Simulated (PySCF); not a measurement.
CH₈FNOSi₂, SMILES [SiH2](O[Si@H](F)N)C. Geometry: PBE-D3(BJ)/def2-SVP. The structure was generated by enumeration; whether it is a known compound was not checked. One conformer was computed; it need not be the lowest.

Q: Give the equilibrium geometry at PBE-D3(BJ)/def2-SVP (PySCF confirms it by a frequency run) as bond lengths and angles. (The exact figures need the calculation; the answer reports its results.)

A: This is not unique; one that fits is 
Atoms: C1 Si2 O3 Si4 N5 F6 H7 H8 H9 H10 H11 H12 H13 H14. Bonds (Å): C1–Si2 1.878, C1–H7 1.109, C1–H8 1.109, C1–H9 1.109, Si2–O3 1.695, Si2–H10 1.507, Si2–H11 1.502, O3–Si4 1.656, Si4–N5 1.728, Si4–F6 1.637, Si4–H12 1.492, N5–H13 1.023, N5–H14 1.023. Angles (°): Si2–C1–H7 110.5, Si2–C1–H8 111.3, Si2–C1–H9 109.5, H7–C1–H8 108.6, H7–C1–H9 108.0, H8–C1–H9 108.8, C1–Si2–O3 110.6, C1–Si2–H10 110.7, C1–Si2–H11 111.7, O3–Si2–H10 108.7, O3–Si2–H11 106.5, H10–Si2–H11 108.6, Si2–O3–Si4 131.3, O3–Si4–N5 108.6, O3–Si4–F6 111.3, O3–Si4–H12 106.8, N5–Si4–F6 104.7, N5–Si4–H12 119.1, F6–Si4–H12 106.3, Si4–N5–H13 119.7, Si4–N5–H14 119.4, H13–N5–H14 110.8.
Charge 0, spin multiplicity 1.
